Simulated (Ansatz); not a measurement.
Reaction (formal exchange of groups at the Si–Ge bond): `[OH][GeH2][SiH](O)O` + `CCl` → `O[SiH](O)CCl` + `[OH][GeH3]`

Gas-phase electronic energies from Ansatz, PBE0-D4/def2-TZVP geometries. CBS: MP2 limit from def2 TZ/QZ plus the TZ coupled-cluster correction, frozen cores. This one scheme is used for every species. Functionals use def2-TZVPP. For Ge outer-core shells are correlated without core-valence functions, which leaves a few kJ/mol of doubt a bond. Scalar relativity is left out up to krypton. One conformer a species, not always the lowest.

| level | ΔE (eV) |
| --- | --- |
| PBE-D4 | 0.21 |
| SCS-MP2/def2-TZVPP | 0.04 |

(1) What does CCSD(T)/CBS give? (Best estimate.)

Largest T1 diagnostic among the species: 0.012.

Answers

(1) Computed: +0.09 eV. The listed levels differ from it by 0.12, -0.05 eV.

From PBE to PBE0 (25 % exact exchange), in def2-TZVPP and without D4, ΔE moves by −0.05 eV. In def2-TZVPP, CCSD(T) changes the Hartree–Fock value by +0.09 eV (the triples alone add +0.01 eV) and MP2 by +0.07 eV.
